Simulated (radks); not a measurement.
Results of a calculation; reference values are marked as such.
Valence configurations of the promethium ion Pm2+ (all share [Xe]). Level of theory: scalar-relativistic Kohn-Sham, LDA (Slater exchange, Perdew-Wang correlation), spin-polarised, spherical densities, finite nucleus; open shells are filled with parallel spins first (spin-orbit coupling, left out, can overturn this in heavy ions); Fermi nuclear charge, rms radius 4.962 fm (a radial shooting solver on a logarithmic mesh with Libxc functionals). Order these by energy: 4f3 5d2; 4f4.5 5d0.5; 4f4 5d1; 4f3 5d1 6s1; 4f5; 4f4 6s1; 4f4.5 6p0.5; 4f3 6s2; 4f4 6p1; 4f2.5 5d0.5 6s2.

Answer. From the lowest, in eV above it: 4f5 0.000; 4f4.5 5d0.5 1.720; 4f4.5 6p0.5 4.066; 4f4 5d1 4.434; 4f4 6s1 5.479; 4f4 6p1 9.828; 4f3 5d2 13.288; 4f3 5d1 6s1 15.221; 4f3 6s2 18.562; 4f2.5 5d0.5 6s2 26.040. NIST lists [Xe] 4f5 as the ground configuration; this level of theory agrees among the configurations tried. The energies are those of spherical high-spin densities, not of single terms.
